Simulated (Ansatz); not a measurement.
C₂H₃ClNSi (`[C]#C[SiH](N)Cl`) radical, 8 atoms. Total charge 0; spin multiplicity 2. All runs use 4 threads of an Arm Neoverse V1 on a shared host. Correlated methods freeze the cores. Open-shell runs search over several starts.

Q: How many basis functions does each run have, and how long does it take in Ansatz? UKS PBE0-D4/def2-TZVP frequencies; direct RPA on PBE orbitals/def2-TZVPP energy; UHF-CCSD(T)/def2-TZVPP energy; UKS B3LYP-D4/def2-TZVPP energy and forces; UKS PBE0-D4/def2-SVP energy; UKS HSE06 (plane-wave form)-D4/def2-TZVPP energy; UHF-MP2/def2-QZVPP energy; UKS PBE0-D4/def2-TZVP relaxation (12 steps); UHF-CCSD(T)/def2-SVP energy; UKS ωB97M-V/def2-SVP energy; UKS CAM-B3LYP-D4/def2-TZVPP energy; UKS r2SCANh-D4/def2-TZVPP energy. (An estimate is asked.)

A: The calculation gave: Other jobs shared the machine, so times are rough.

```
                                    level                    job  functions  wall time  peak host memory (GiB)
                     UKS PBE0-D4/def2-SVP                 energy         93      3.5 s                    0.25
UKS HSE06 (plane-wave form)-D4/def2-TZVPP                 energy        219       11 s                    0.76
                  UKS B3LYP-D4/def2-TZVPP      energy and forces        219       13 s                    0.74
                     UKS ωB97M-V/def2-SVP                 energy         93       15 s                    0.44
                     UHF-CCSD(T)/def2-SVP                 energy         93       15 s                    0.64
    direct RPA on PBE orbitals/def2-TZVPP                 energy        219       17 s                    0.64
                UKS r2SCANh-D4/def2-TZVPP                 energy        219       17 s                    0.77
              UKS CAM-B3LYP-D4/def2-TZVPP                 energy        219       19 s                     1.1
                    UKS PBE0-D4/def2-TZVP  relaxation (12 steps)        185       78 s                     0.8
                       UHF-MP2/def2-QZVPP                 energy        401      110 s                     2.1
                    UKS PBE0-D4/def2-TZVP            frequencies        185    2.3 min                    0.56
                   UHF-CCSD(T)/def2-TZVPP                 energy        219      6 min                     8.6
```

B3LYP here is the variant with VWN-RPA as its local correlation; programs differ in this. The UHF reference is spin-contaminated (⟨S²⟩ = 1.17, T1 = 0.040).
